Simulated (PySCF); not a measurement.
Compound: CH₄ClGeNO.
SMILES: `O=C[NH][GeH2][Cl]`

Computed with MP2 and CCSD/aug-cc-pVDZ in PySCF, restricted Hartree–Fock reference, 17 core orbitals frozen, non-relativistic, gas phase, PBE0-D3(BJ)/def2-SVP geometry.

E(HF) = -2704.44429 Eh.

Q: How large is the problem?

A: 168 basis functions and 74 electrons; 17 orbitals frozen, which leaves o = 20 correlated occupied and v = 131 virtual orbitals. That is o·v = 2620 singles and o·v(o·v + 1)/2 = 3433510 distinct closed-shell doubles amplitudes before symmetry; the costliest CCSD step grows as o²v⁴ = 1.2 × 10^11.

Q: What are the MP2 and CCSD correlation energies?

A: MP2 -0.7737 Eh and CCSD -0.8112 Eh, which gives totals of -2705.21796 and -2705.25553 Eh. That is 0.552 eV for each correlated electron at CCSD (2130 kJ/mol in all, 0.030 % of the total energy); MP2 gives 95.4 % of the CCSD value.

Q: What is the T1 diagnostic?

A: 0.0136, below the customary warning level of 0.02. It is the norm of the spatial-orbital singles amplitudes over the root of the number of correlated electrons, so the norm is 0.086.

Q: How does correlation change the dipole moment?

A: HF gives 4.58 D and CCSD (unrelaxed density) 4.06 D, a change of -0.52 D.

No triples correction and no basis-set extrapolation were made.

The job also held the EOM ionisation roots. On an Arm Neoverse V1 with one thread, shared host with 32 logical CPUs at a one-minute load of 24, this took 12 min of wall time and 3.0 GiB of memory at its peak.

Conformer computed: `[O:1]=[CH:2][NH:3][GeH2:4][Cl:5]`: O1–C2–N3–Ge4 2°, C2–N3–Ge4–Cl5 75°.

One conformer stands for the species.
